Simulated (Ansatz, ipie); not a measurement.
LiH (SMILES [LiH]), multiplicity 1, with the Li1–H2 bond stretched and the rest rigid; cc-pVDZ, all electrons correlated; total energies in hartree.
Geometry at rest (charge 0, multiplicity 1):
```xyz
2

Li     0.00000     0.00000    -0.39768
H      0.00000     0.00000     1.19305
```

Phaseless AFQMC takes the named determinant as trial and start, 200 walkers, a time step of 0.005 inverse hartree and 600 blocks of 25 steps, of which the first fifth is dropped; its bars are rough statistical errors and leave out the phaseless and time-step bias. At long bonds its restricted trial need not be the state that the restricted coupled-cluster runs follow.

Codes used: Ansatz (a first-principles code) with Gaussian orbitals; ipie for AFQMC. 

```csv
level,R = 1.59 Å,R = 2.07 Å,R = 2.55 Å,R = 3.18 Å,R = 4.14 Å
R-HF,-7.9837,-7.9685,-7.9403,-7.9042,-7.8622
R-MP2,-8.0065,-7.9912,-7.9638,-7.9301,-7.8958
U-MP2,-8.0065,-7.9912,-7.9558,-7.9376,-7.9327
R-CCSD,-8.0147,-8.0006,-7.9760,-7.9500,-7.9348
U-CCSD,-8.0147,-8.0006,-7.9760,-7.9500,-7.9348
U-CCSD(T),-8.0147,-8.0006,-7.9760,-7.9501,-7.9349
R-CCSDT(Q),-8.0147,-8.0006,-7.9760,-7.9501,-7.9348
AFQMC@RHF,-,-,-7.9827 ± 0.0016,-,-7.9199 ± 0.0016
AFQMC@UHF,-8.0153 ± 0.0003,-8.0052 ± 0.0005,-,-,-
FCI,-8.0147,-8.0006,-7.9760,-7.9501,-7.9348
```

AFQMC runs whose block means still drift are left out.

Doubts at one or more of the structures used: a spin-contaminated determinant (U-MP2/cc-pVDZ, U-CCSD/cc-pVDZ, U-CCSD(T)/cc-pVDZ); T1 above 0.05 (R-CCSD/cc-pVDZ, U-CCSD/cc-pVDZ, U-CCSD(T)/cc-pVDZ, R-CCSDT(Q)/cc-pVDZ); other coupled-cluster roots lie near (R-CCSD/cc-pVDZ, U-CCSD/cc-pVDZ, U-CCSD(T)/cc-pVDZ, R-CCSDT(Q)/cc-pVDZ).
